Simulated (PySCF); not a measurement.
**Telling isomers of C$_{4}$H$_{4}$F$_{4}$ apart by NMR**

Theoretical values (PySCF): GFN2-xTB geometry, GIAO PBE0/pcSseg-1 shieldings. In vacuum, one computed conformer, no relativistic terms, fast rotation and ring inversion assumed for equivalent nuclei.

References, each an isolated molecule treated in the same way: ¹H and ¹³C vs TMS. Splittings of carbon signals by F and P are missing where no couplings were computed. Where no couplings were computed, multiplicities follow the n + 1 count of equivalent neighbours, and m marks all less simple cases (inequivalent or close neighbours, rings, F or P nearby). Shifts are as computed. Against solution values, carbons near 30 ppm lie about +3 ppm off and those near 130 ppm about +5 ppm. Of 1309 compounds with measured shifts, 239 miss one by over three times the rms of a fit or turn the order of signals round; such compounds aren't used in these exercises.

(1) Tabulate the signals of `F/C=C(/F)CC(F)F`, `FC(F)=CCC(F)F`, `FC/C=C(\F)C(F)F`, `FC/C=C/C(F)(F)F`, `F/C=C(\F)CC(F)F` and their relative energies.

(2) What is the quickest way to tell FC/C=C(\F)C(F)F from F/C=C(\F)CC(F)F?

(3) What is the quickest way to tell FC(F)=CCC(F)F from FC/C=C/C(F)(F)F?

(4) What is the quickest way to tell F/C=C(/F)CC(F)F from FC(F)=CCC(F)F?

## Answers

(1) 
```json
{"SMILES": "F/C=C(/F)CC(F)F", "carbon types": "1×C 2×CH 1×CH2", "δC": "160.2, 152.1, 119.5, 37.5", "δH": "7.67 (m, 1H), 6.38 (m, 1H), 3.06 (m, 2H)", "E rel. (kcal/mol)": "13.1"}
{"SMILES": "FC(F)=CCC(F)F", "carbon types": "1×C 2×CH 1×CH2", "δC": "170.5, 123.0, 77.8, 34.0", "δH": "6.00 (m, 1H), 4.48 (m, 1H), 2.64 (m, 2H)", "E rel. (kcal/mol)": "5.4"}
{"SMILES": "FC/C=C(\\F)C(F)F", "carbon types": "1×C 2×CH 1×CH2", "δC": "164.3, 122.3, 117.4, 81.4", "δH": "6.40 (m, 1H), 6.27 (m, 1H), 5.74 (m, 2H)", "E rel. (kcal/mol)": "18.1"}
{"SMILES": "FC/C=C/C(F)(F)F", "carbon types": "1×C 2×CH 1×CH2", "δC": "144.3, 132.2, 125.7, 84.9", "δH": "6.53 (m, 1H), 6.21 (m, 1H), 5.45 (m, 2H)", "E rel. (kcal/mol)": "0.0"}
{"SMILES": "F/C=C(\\F)CC(F)F", "carbon types": "1×C 2×CH 1×CH2", "δC": "152.8, 145.2, 119.7, 40.2", "δH": "6.58 (m, 1H), 6.30 (m, 1H), 2.60 (m, 2H)", "E rel. (kcal/mol)": "13.8"}
```

Energies are electronic energies at PBE0/pcSseg-1 on these geometries, without zero-point or thermal terms, each for the one conformer computed, which needn't be the lowest.

(2) Both give the same number of carbon signals, with the same numbers of each carbon type, so the positions decide. The first has an allylic sp3 CH2 bonded to F at 81.4 ppm, the second an allylic sp3 CH2 at 40.2 ppm. Their most deshielded carbons lie at 164.3 and 152.8 ppm.

(3) Both give the same number of carbon signals, with the same numbers of each carbon type, so the positions decide. The first has an allylic sp3 CH2 at 34.0 ppm, the second an allylic sp3 CH2 bonded to F at 84.9 ppm. Their most deshielded carbons lie at 170.5 and 144.3 ppm. In the proton spectra the most deshielded non-exchanging signals are 6.00 (m, 1H) and 6.53 (m, 1H).

(4) Both give the same number of carbon signals, with the same numbers of each carbon type, so the positions decide. The first has an alkene CH at 152.1 ppm, the second an alkene CH at 77.8 ppm. Their most deshielded carbons lie at 160.2 and 170.5 ppm. In the proton spectra the most deshielded non-exchanging signals are 7.67 (m, 1H) and 6.00 (m, 1H).
